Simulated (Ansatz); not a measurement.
Start from `CC[Si]Cl` and change one atom or group to get `CC(C)[Si]Cl`.

Ansatz, PBE0-D4/def2-TZVP geometries, multiplicity 1. Each molecule was computed in one conformer, which needn't be the lowest.

```
                               property  `CC[Si]Cl`
HOMO–LUMO gap (ωB97M-V/def2-TZVPP) / eV        8.27
  LUMO energy (ωB97M-V/def2-TZVPP) / eV       -0.36
     HOMO energy (PBE0/def2-TZVPP) / eV       -6.55
     LUMO energy (PBE0/def2-TZVPP) / eV       -2.35
  HOMO energy (ωB97M-V/def2-TZVPP) / eV       -8.63
   HOMO–LUMO gap (PBE0/def2-TZVPP) / eV        4.20
```

**Question.** What does the change do to each property? (Best estimate.)

**Answer.** Ansatz gave: 
| property | `CC(C)[Si]Cl` | shift |
| --- | --- | --- |
| HOMO–LUMO gap (ωB97M-V/def2-TZVPP) / eV | 8.05 | -0.22 |
| LUMO energy (ωB97M-V/def2-TZVPP) / eV | -0.46 | -0.10 |
| HOMO energy (PBE0/def2-TZVPP) / eV | -6.43 | 0.12 |
| LUMO energy (PBE0/def2-TZVPP) / eV | -2.43 | -0.08 |
| HOMO energy (ωB97M-V/def2-TZVPP) / eV | -8.51 | 0.12 |
| HOMO–LUMO gap (PBE0/def2-TZVPP) / eV | 4.01 | -0.19 |

With PBE0 the HOMO rises by 0.12 eV and the LUMO falls by 0.08 eV, so the gap narrows by about 0.20 eV. PBE moves the HOMO by 0.10 eV and ωB97M-V by 0.12 eV. The zero-point energy changes by 75.2 kJ/mol with +9 modes.
